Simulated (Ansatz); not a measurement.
One change: `COB(N)[SiH3]` becomes `CB(N)[SiH3]`.

Ansatz, PBE0-D4/def2-TZVP geometries, multiplicity 1. Each molecule was computed in one conformer, which needn't be the lowest.

| property | `COB(N)[SiH3]` |
| --- | --- |
| HOMO energy (PBE0/def2-TZVPP) / eV | -7.67 |
| LUMO energy (PBE/def2-TZVPP) / eV | -0.70 |
| HOMO energy (ωB97M-V/def2-TZVPP) / eV | -10.02 |
| LUMO energy (ωB97M-V/def2-TZVPP) / eV | 2.05 |
| LUMO energy (PBE0/def2-TZVPP) / eV | 0.18 |
| HOMO–LUMO gap (PBE0/def2-TZVPP) / eV | 7.85 |

Question: Give the same properties after the change, and the shifts. (Estimate.)

Answer: Ansatz gave: 
```tsv
property	`CB(N)[SiH3]`	shift
HOMO energy (PBE0/def2-TZVPP) / eV	-7.66	0.01
LUMO energy (PBE/def2-TZVPP) / eV	-1.09	-0.39
HOMO energy (ωB97M-V/def2-TZVPP) / eV	-9.80	0.22
LUMO energy (ωB97M-V/def2-TZVPP) / eV	1.79	-0.26
LUMO energy (PBE0/def2-TZVPP) / eV	-0.15	-0.33
HOMO–LUMO gap (PBE0/def2-TZVPP) / eV	7.51	-0.34
```
